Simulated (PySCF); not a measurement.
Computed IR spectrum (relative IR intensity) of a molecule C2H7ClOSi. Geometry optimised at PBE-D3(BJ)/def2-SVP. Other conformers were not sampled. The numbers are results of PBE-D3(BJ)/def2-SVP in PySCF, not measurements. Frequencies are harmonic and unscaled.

Lines under 2 % of the strongest are left out, and lines within 2 cm⁻¹ are merged.

ν (cm⁻¹): 101 (vw), 382 (s), 446 (s), 490 (m), 547 (m), 668 (m), 700 (w), 777 (m), 844 (vs), 907 (m), 921 (m), 937 (w), 1062 (m), 1074 (m), 1149 (m), 1236 (w), 1356 (m), 1376 (vw), 2180 (m), 2191 (s), 2924 (m), 2975 (vw), 3018 (w), 3040 (w), 3690 (w) (against the strongest line: vs over 80 %, s over 45 %, m over 15 %, w over 4 %, vw less)

Q: Which structure fits?
(A) C[C@@H](O)[SiH2]Cl
(B) C[Si@H](Cl)CO
(C) OCC[SiH2]Cl
(D) C[Si](C)(O)Cl

A: C, OCC[SiH2]Cl
